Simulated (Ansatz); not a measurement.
`[SiH3]C#CS[SiH3]` + H–F → `FC#C[SiH3]` + `[SiH3]S`  (substitution at a C–S bond)

Computed with Ansatz on PBE0-D4/def2-TZVP structures; ΔE is electronic, products minus reactants. CBS: MP2 limit from def2 TZ/QZ plus the TZ coupled-cluster correction, frozen cores. This one scheme is used for every species. DFT in def2-TZVPP. B3LYP here is the variant with VWN-RPA as its local correlation; programs differ in this.

```
             level  ΔE (kJ/mol)  difference from CCSD(T)/CBS
            PBE-D4         97.1                        -11.0
         r2SCAN-D4         96.3                        -11.8
           PBE0-D4         98.2                         -9.9
          B3LYP-D4         97.6                        -10.5
           ωB97X-V         87.0                        -21.1
           ωB97M-V         90.6                        -17.5
            B2PLYP         97.5                        -10.6
               PBE         90.0                        -18.1
            r2SCAN         94.1                        -14.0
              PBE0         91.7                        -16.4
             B3LYP         86.2                        -21.9
     HF/def2-TZVPP         77.5                        -30.6
    MP2/def2-TZVPP        119.0                         10.9
SCS-MP2/def2-TZVPP        108.2                          0.1
   CCSD/def2-TZVPP         96.8                        -11.3
CCSD(T)/def2-TZVPP        101.9                         -6.2
     HF/def2-QZVPP         77.3                        -30.8
    MP2/def2-QZVPP        122.5                         14.4
SCS-MP2/def2-QZVPP        111.5                          3.4
      HF/CBS(def2)         77.3                        -30.8
     MP2/CBS(def2)        125.2                         17.1
    CCSD/CBS(def2)        103.0                         -5.1
       CCSD(T)/CBS        108.1                            0
```

Largest T1 diagnostic among the species: 0.013.

In def2-TZVPP, CCSD(T) changes the Hartree–Fock value by +24.4 kJ/mol (the triples alone add +5.1 kJ/mol) and MP2 by +41.5 kJ/mol. The D4 term adds +11.4 kJ/mol with B3LYP and +6.5 kJ/mol with PBE0; it sums over pairs of atoms, weighted by their polarisabilities, and B3LYP, whose exchange is more repulsive, gets the larger term.
